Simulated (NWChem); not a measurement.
System: GaH₃O₂; SMILES [OH][GaH][OH]

The following NWChem deck was run.

```
start job
memory heap 200 mb stack 900 mb global 1100 mb
geometry units angstroms noautoz
  Ga    -0.321233    -0.048189     0.000000
  H     -1.871131    -0.033628     0.000000
  O      0.573475    -1.582126     0.000000
  H      1.529811    -1.465869     0.000000
  O      0.744235     1.383428     0.000000
  H      0.289665     2.231311     0.000000
end
basis spherical
  * library def2-svp
end
dft
  xc b3lyp
  iterations 150
  vectors input atomic output neutral.movecs
end
task dft energy
charge 1
dft
  odft
  mult 2
  vectors input atomic output cation.movecs
end
task dft energy
```

Structure relaxed at the PBE0/def2-SVP level.

Ions are spin-unrestricted doublets at the neutral geometry; other ion states weren't tried.

### Question
Predict the main results of this run. (B3LYP/def2-SVP, vertical spin-unrestricted ions.) Quantities: vertical ionisation energy, ΔSCF (eV); −ε(HOMO) (eV).

### Answer
* **vertical ionisation energy, ΔSCF (eV)**: 10.82
* **−ε(HOMO) (eV)**: 8.07
